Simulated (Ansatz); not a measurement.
System: CH5Al, charge 0, singlet. CH5Al (SMILES [AlH2][CH3]).
B3LYP-D3(BJ)/def2-TZVP minimum from Ansatz (a quantum-chemistry and plane-wave program):
```
C
H 1 1.0916
H 1 1.0935 2 108.37
H 1 1.0962 2 107.24 3 114.28
Al 1 1.9548 2 113.11 4 121.26
H 5 1.5843 1 121.15 2 -15.58
H 5 1.5845 6 118.84 1 179.07
```

Total energies in hartree (Ansatz). Open shells are spin-unrestricted; no spin-orbit coupling. Correlated methods leave the cores frozen. No relativity. For partners of very few electrons the exact lower level stands in for a higher one.

```tsv
species	HF/cc-pV(T+d)Z	CCSD(T)/cc-pV(T+d)Z	HF/cc-pV(Q+d)Z	CCSD(T)/cc-pV(Q+d)Z	CCSDT(Q)/cc-pV(T+d)Z
1: CH5Al (SMILES [CH3][AlH2])	-282.70823	-283.02074	-282.71357	-283.04040	-283.02177
2: Al (doublet)	-241.87908	-241.93131	-241.88044	-241.93374	-241.93179
3: H (doublet)	-0.49981	-0.49981	-0.49995	-0.49995	-0.49981
4: C (triplet)	-37.69157	-37.78076	-37.69331	-37.78654	-37.78126
```

**Question.** Work out the atomisation energy (electronic, to ground-state atoms) in kcal/mol: take Hartree-Fock from cc-pV(Q+d)Z, extrapolate the CCSD(T) correlation energy as X^-3 (X = 3, 4), and add CCSDT(Q) - CCSD(T) in cc-pV(T+d)Z. 1 hartree = 627.51 kcal/mol.

**Answer.** 
Species 1: correlation (64·(-0.32683) - 27·(-0.31251))/37 = -0.33728; step -0.00103; E1 = -282.71357 + (-0.33728) + (-0.00103) = -283.05188
Species 2: correlation (64·(-0.05330) - 27·(-0.05223))/37 = -0.05408; step -0.00048; E2 = -241.88044 + (-0.05408) + (-0.00048) = -241.93500
Species 3: correlation (64·(0.00000) - 27·(0.00000))/37 = 0.00000; step +0.00000; E3 = -0.49995 + (0.00000) + (+0.00000) = -0.49995
Species 4: correlation (64·(-0.09323) - 27·(-0.08919))/37 = -0.09618; step -0.00050; E4 = -37.69331 + (-0.09618) + (-0.00050) = -37.78999
-1·E1 +1·E2 +5·E3 +1·E4 = 0.82714 hartree = 519.0 kcal/mol.
